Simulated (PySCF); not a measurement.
(E)-1-bromo-1-chloroprop-1-ene (C₃H₄BrCl), SMILES C(=C\C)(/Br)Cl. Atoms are numbered in the order given.

```xyz
9

C     -1.0944    -2.7007     0.0000
C     -1.1259    -1.2051     0.0000
C     -0.0571    -0.3963     0.0000
Cl     1.5841    -0.9658     0.0000
Br    -0.2245     1.4920     0.0000
H     -1.6188    -3.0955    -0.8866
H     -0.0652    -3.0827     0.0000
H     -1.6188    -3.0955     0.8866
H     -2.1032    -0.7134     0.0000
```

The structure is a stationary point at TPSSh-D3(BJ)/def2-SVP.

All values below come from PBE/def2-TZVP in PySCF.

The molecule is in vacuum.

Q: Estimate the frontier levels, gap, dipole moment and polarisability. (Estimate from the structure and the level; the computed values follow.)

A: 
The highest occupied level is -5.98 eV. The lowest empty level is -1.47 eV and the orbital gap is 4.51 eV. The dipole moment comes out as 1.81 D, the quadrupole, principal values (traceless, Buckingham form, about the centre of nuclear charge) is -4.01, -0.90, 4.90 D·Å and the mean static polarisability comes out as 71.6 bohr³ (10.61 Å³). The polarisability, principal values is 46.4, 73.8, 94.6 bohr³.
